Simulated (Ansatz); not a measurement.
Frontier orbitals of CH8AlNOSi (`NCO[SiH2][AlH2]`).

Z-matrix (Å, degrees):
```
C
O 1 1.424
N 1 1.418 2 112.8
H 1 1.098 2 109.3 3 -121.0
H 1 1.096 2 108.9 3 120.9
Si 2 1.657 1 122.4 3 169.8
H 3 1.012 1 111.2 2 -60.3
H 3 1.012 1 111.1 2 60.2
Al 6 2.472 2 113.6 1 -59.1
H 6 1.490 2 105.2 1 179.1
H 6 1.500 2 110.2 1 64.6
H 9 1.592 6 121.7 2 4.0
H 9 1.591 6 120.0 2 -175.4
```

Total charge 0; spin multiplicity 1. The structure was optimised at the PBE0-D4/def2-TZVP level. It is one conformer, not always the lowest. Basis def2-TZVPP, Ansatz.

```tsv
functional	HOMO (eV)	LUMO (eV)	gap (eV)
PBE	-5.90	-2.82	3.08
BLYP	-5.79	-2.70	3.09
r2SCAN	-6.16	-2.58	3.58
PBE0	-7.08	-2.08	5.00
r2SCANh	-6.60	-2.33	4.27
r2SCAN0	-7.25	-1.95	5.30
HSE06 (plane-wave form)	-6.69	-2.45	4.24
CAM-B3LYP	-8.38	-1.14	7.24
LC-ωPBE	-9.65	-0.07	9.58
ωB97X-V	-9.35	-0.18	9.17
ωB97M-V	-9.12	-0.46	8.66
```

A quarter of exact exchange (PBE0) shifts PBE's HOMO by −1.19 eV and its LUMO by +0.74 eV; full exchange at long range (ωB97M-V) shifts them by −3.23 and +2.37 eV. The gap opens from 3.07 to 8.67 eV, since occupied levels lose self-interaction and empty ones feel all the electrons.

LC-ωPBE has ω = 0.4 bohr⁻¹.
